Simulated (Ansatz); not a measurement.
Geometry optimisation, UKS PBE-D4/def2-SVP (Ansatz).

Input:

```yaml
crystal:
  periodic: [false, false, false]
  atoms:
    - { symbol: In, position_ang: [-0.0607, -0.5182, 0.0172] }
    - { symbol: Cl, position_ang: [2.1341, -2.3029, 0.3571] }
    - { symbol: O, position_ang: [-0.7525, -2.2989, -0.0029] }
    - { symbol: H, position_ang: [0.4357, -2.7111, 0.1567] }
    - { symbol: C, position_ang: [-0.3957, 1.7162, -0.1175] }
    - { symbol: H, position_ang: [-0.7354, 2.0551, 0.8585] }
    - { symbol: H, position_ang: [-1.1634, 1.8665, -0.8732] }
    - { symbol: H, position_ang: [0.5379, 2.1932, -0.3958] }
magnetization:
  spin_polarized: true
basis:
  gaussian: { orbitals: def2-SVP }
hamiltonian:
  xc: pbe
  dispersion: d4
relax:
  f_tol: 0.15
  max_steps: 25
  restrain:
    - { distance: [3, 1], at: 1.33, k: 30.0 }
    - { distance: [0, 1], at: 3.74, k: 30.0 }
    - { distance: [3, 2], at: 2.27, k: 30.0 }
```

Launched with:

```bash
$ ansatz run input.yaml --threads 2 --pin off --max-ram 3072MiB --backend cpu --events-out ev --progress --plain --runs-dir out
```

**Question.** Where does it end, and by what steps?

**Answer.** It converged. The restraints hold the end off the free minimum. After 7 steps the energy has risen by 0.786 eV (the restraints' own energy left out); In1 moved furthest, 0.71 Å. Parted: In1–Cl2. Joined: Cl2–H4.

```
step  energy less start (eV)  largest force component (eV/Å)  accepted
   0                  0.0000                           2.491       yes
   1                  0.7087                           2.001       yes
   2                  0.9268                           2.997       yes
   3                  0.9088                           1.390       yes
   4                  0.8222                           0.466       yes
   5                  0.7978                           0.365       yes
   6                  0.8012                           0.409        no
   7                  0.7865                           0.351       yes
```

```xyz
8
Properties=species:S:1:pos:R:3
In -0.754 -0.404 -0.076
Cl 2.347 -2.434 0.386
O -1.097 -2.249 -0.047
H 1.078 -2.784 0.243
C -0.429 1.706 -0.120
H -0.668 2.120 0.877
H -1.106 2.138 -0.883
H 0.628 1.909 -0.380
```

Whether the end is a true minimum wasn't checked by a vibrational analysis.

The run took 20 s on 2 threads of Arm Neoverse V2, on a shared host, peak memory 0.18 GiB.
